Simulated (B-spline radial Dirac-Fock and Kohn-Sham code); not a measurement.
# Run log: Ba

ΔSCF core binding energies without Breit or QED terms, calculated with a radial B-spline solver. Keys: rel is the Hamiltonian (dirac, or spin-free x2c and nr, where L3 and M5 stand for the whole 2p and 3d shells), method is hf or an exchange,correlation pair (spin-unpolarised, also for the hole states), nuc the nuclear model, radius_factor scales its radius, rmax is the box in bohr, h the logarithmic mesh step, order the B-spline order, points the quadrature points per cell, c_factor scales the speed of light, and damp, ndamp, maxit and tol steer the iteration. The run stops when the commutator error falls below 10·tol·max(1, Z/10), or the numerical noise floor, and the energy has settled to about 1e-8 Ha; the virial ratio is −V/T.

Input (task.json):

```json
{"items": [{"Z": 56, "q": 0, "cfg": [[1, 0, 2], [2, 0, 2], [2, 1, 6], [3, 0, 2], [3, 1, 6], [3, 2, 10], [4, 0, 2], [4, 1, 6], [4, 2, 10], [5, 0, 2], [5, 1, 6], [6, 0, 2]], "A": 138, "rrms": 4.8378, "do": "settings", "holes": ["K", "L3", "M5"],
  "settings": [{"rel": "dirac", "method": "hf", "nuc": "fermi", "radius_factor": 1.0, "rmax": 1.0, "h": 0.3, "order": 8, "points": 10, "c_factor": 1.0, "maxit": 70, "damp": 0.5, "ndamp": 3, "tol": 1e-08}]}]}
```

Command: `python xray2_run.py task.json out`

Ground-state iterations:

```
iter   energy (Ha)        error
   1    -7686.96757037  1.83e+00
   2    -7692.76464244  2.59e-01
   3    -7692.98871503  9.60e-02
   4    -7693.02126980  3.52e-02
   5    -7693.02656065  9.81e-03
   6    -7693.02686578  8.98e-05
   7    -7693.02686582  4.98e-06
   8    -7693.02686582  1.39e-07
```

The ground state converged in 8 iterations, with total energy -7693.02687 Ha, virial ratio 1.78311 and highest orbital energy 2012.60 eV. ΔSCF binding energies: K (1s) 36908.9 eV, L3 (2p3/2) 4659.1 eV, M5 (3d5/2) 294.2 eV.

Question: One setting is unsound. Which, and why?

Answer: rmax squeezes the outer orbitals. With the default settings (Dirac Hartree-Fock): The ground state converged in 12 iterations, with total energy -8135.65010 Ha, virial ratio 1.93681 and highest orbital energy -4.44 eV. ΔSCF binding energies: K (1s) 37586.0 eV, L3 (2p3/2) 5266.4 eV, M5 (3d5/2) 789.9 eV.
